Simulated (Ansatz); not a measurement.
`C=[N][SbH2]` + `N[SiH2]OP` → `P[O][SbH2]` + `C=N[SiH2]N`  (redistribution)

Computed with Ansatz on PBE0-D4/def2-TZVP structures; ΔE is electronic, products minus reactants. CCSD(T)/CBS is the MP2 limit (def2-TZVPP, def2-QZVPP) plus CCSD(T) − MP2 in def2-TZVPP, frozen cores. DFT in def2-TZVPP. B3LYP here is the variant with VWN-RPA as its local correlation; programs differ in this. HSE06 is defined as in plane-wave codes. def2 core potentials past Kr. For Sb outer-core shells are correlated without core-valence functions, which leaves a few kJ/mol of doubt a bond. One conformer a species, not always the lowest.

| level | ΔE (kcal/mol) | difference from CCSD(T)/CBS |
| --- | --- | --- |
| LDA (SPW92) | 12.0 | 0.8 |
| PBE-D4 | 10.9 | -0.3 |
| revPBE-D4 | 10.8 | -0.4 |
| BLYP-D4 | 11.1 | -0.1 |
| r2SCAN-D4 | 11.5 | 0.3 |
| PBE0-D4 | 11.2 | 0.0 |
| B3LYP-D4 | 11.3 | 0.1 |
| r2SCANh-D4 | 11.6 | 0.4 |
| r2SCAN0-D4 | 11.7 | 0.5 |
| HSE06-D4 | 11.2 | 0.0 |
| BHLYP-D4 | 11.4 | 0.2 |
| CAM-B3LYP-D4 | 11.3 | 0.1 |
| ωB97X-V | 10.8 | -0.4 |
| PBE-QIDH | 11.6 | 0.4 |
| PBE | 10.7 | -0.5 |
| revPBE | 10.3 | -0.9 |
| BLYP | 10.6 | -0.6 |
| r2SCAN | 11.4 | 0.2 |
| PBE0 | 11.0 | -0.2 |
| B3LYP | 11.0 | -0.2 |
| r2SCANh | 11.5 | 0.3 |
| r2SCAN0 | 11.7 | 0.5 |
| BHLYP | 11.3 | 0.1 |
| CAM-B3LYP | 11.1 | -0.1 |
| LC-ωPBE | 10.6 | -0.6 |
| RPA@PBE/def2-TZVPP | 11.7 | 0.5 |
| HF/def2-SVP | 10.5 | -0.7 |
| MP2/def2-SVP | 11.6 | 0.4 |
| CCSD/def2-SVP | 11.5 | 0.3 |
| CCSD(T)/def2-SVP | 11.5 | 0.3 |
| MP2/def2-TZVPP | 12.4 | 1.2 |
| SCS-MP2/def2-TZVPP | 11.9 | 0.7 |
| CCSD/def2-TZVPP | 12.2 | 1.0 |
| CCSD(T)/def2-TZVPP | 12.3 | 1.1 |
| HF/def2-QZVPP | 10.7 | -0.5 |
| MP2/def2-QZVPP | 11.6 | 0.4 |
| SCS-MP2/def2-QZVPP | 11.2 | 0.0 |
| HF/CBS(def2) | 10.6 | -0.6 |
| MP2/CBS(def2) | 11.2 | 0.0 |
| CCSD/CBS(def2) | 11.1 | -0.1 |
| CCSD(T)/CBS | 11.2 | 0 |

Largest T1 diagnostic among the species: 0.015.

Leaving LDA and LC-ωPBE aside and taking each functional with its dispersion term where it has one, the values, not all of them listed here, spread over 1.5 kcal/mol, from B97M-V to r2SCAN0-D4. LDA lies +1.3 kcal/mol from PBE without D4. In def2-TZVPP, CCSD(T) changes the Hartree–Fock value by +1.2 kcal/mol (the triples alone add +0.1 kcal/mol) and MP2 by +1.3 kcal/mol.
